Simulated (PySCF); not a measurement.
# Atomic charges by several schemes

Compound: C5H10OSi3.
Numbering: `[CH:1]#[C:2][C@@H:3]1[CH:4]=[CH:5][SiH2:6][Si@@H:7]1[O:8][SiH3:9]` (hydrogens: H10 on C1; H11 on C3; H12 on C4; H13 on C5; H14, H15 on Si6; H16 on Si7; H17, H18, H19 on Si9)

Structure used (GFN2-xTB), in Å, numbered top down from 1:
```
atom  x, y, z in Å
C1    -0.6184    0.9407    2.5981
C2    -0.9497    0.8267    1.4524
C3    -1.2854    0.6497    0.0613
C4    -1.9649   -0.6807   -0.1349
C5    -1.5931   -1.5811   -1.0398
Si6   -0.1074   -1.2094   -2.1428
Si7    0.2739    0.7971   -1.0906
O8     1.6461    0.8255   -0.2236
Si9    2.6221    0.4715    1.0229
H10   -0.3608    1.0623    3.6075
H11   -2.0082    1.4328   -0.2029
H12   -2.8014   -0.8674    0.5323
H13   -2.1492   -2.5063   -1.1129
H14    0.8720   -2.3031   -2.0596
H15   -0.5329   -1.1274   -3.5487
H16    0.2743    2.1273   -1.7080
H17    2.1052   -0.7091    1.7101
H18    3.9148    0.2095    0.3896
H19    2.6532    1.6507    1.8821
```

Density: PBE0/pcSseg-1 (PySCF); schemes: Mulliken, IAO, Hirshfeld and ESP-fitted. One conformer (not necessarily the lowest) at the GFN2-xTB geometry, without solvent, vibrations or thermal averaging.

**Question.** Atoms with like bonding are taken together and averaged. At which atom do the 4 schemes differ most?

**Answer.** At C3: from -0.542 (Mulliken) to +0.243 e (ESP-fitted), 0.785 e apart.

**Question.** Which atoms carry the highest charge in the Mulliken, IAO, Hirshfeld and ESP-fitted schemes?

**Answer.** The schemes don't all agree: Mulliken Si7 (+0.839); IAO Si7 (+0.886); Hirshfeld Si9 (+0.379); ESP-fitted Si9 (+0.520).

**Question.** Give the atomic charges in each scheme.

**Answer.** In e; atoms taken as equivalent share a row and are averaged (×n: the atom named and its like, n in all):

```csv
atom,environment,Mulliken,IAO,Hirshfeld,ESP-fitted
C1,terminal alkyne carbon,-0.383,-0.265,-0.117,-0.446
C2,alkyne carbon,+0.270,-0.019,-0.037,-0.078
C3,sp3 carbon bound to silicon,-0.542,-0.417,-0.103,+0.243
C4,alkene CH carbon,-0.057,-0.100,-0.027,-0.213
C5,alkene CH carbon,-0.387,-0.429,-0.147,-0.354
Si6,SiH2 silicon,+0.339,+0.407,+0.233,+0.317
Si7,oxygen-bound silicon,+0.839,+0.886,+0.355,+0.232
O8,siloxane oxygen,-0.729,-0.878,-0.302,-0.321
Si9,oxygen-bound silicon,+0.731,+0.883,+0.379,+0.520
H10,alkyne hydrogen,+0.040,+0.201,+0.090,+0.307
H11,methine hydrogen,+0.187,+0.180,+0.056,+0.038
H12,vinylic hydrogen,+0.114,+0.151,+0.047,+0.145
H13,vinylic hydrogen,+0.122,+0.158,+0.045,+0.176
H14,Si–H hydrogen,-0.048,-0.096,-0.070,-0.070
H15,Si–H hydrogen,-0.055,-0.104,-0.079,-0.098
H16,Si–H hydrogen,-0.082,-0.122,-0.076,-0.075
H17/H18/H19,Si–H hydrogen,-0.119,-0.145,-0.083,-0.108
```

Mean size of the charges over all atoms: IAO 0.302 e, Mulliken 0.278 e, ESP-fitted 0.208 e, Hirshfeld 0.127 e. Each set sums to the total charge, 0, to within 0.001 e. The Hirshfeld scheme weights the molecular density at each point by an atom's share of the summed free-atom densities. The Mulliken scheme gives each basis function's population to the atom it is centred on and halves the overlap population of two atoms between them.

Some averages cover members that differ in this geometry: H17/H18/H19, ESP-fitted -0.131 to -0.090 e.

**Question.** How many electrons does the Mulliken scheme count on C5?

**Answer.** Z − q = 6 − (-0.387) = 6.387.

**Question.** How closely do the schemes follow one another over all atoms?

**Answer.** Correlation coefficient and root-mean-square difference: IAO with Hirshfeld 0.98, 0.248 e; Mulliken with IAO 0.97, 0.104 e; Mulliken with Hirshfeld 0.93, 0.230 e; Hirshfeld with ESP-fitted 0.81, 0.150 e; IAO with ESP-fitted 0.76, 0.272 e; Mulliken with ESP-fitted 0.68, 0.276 e.
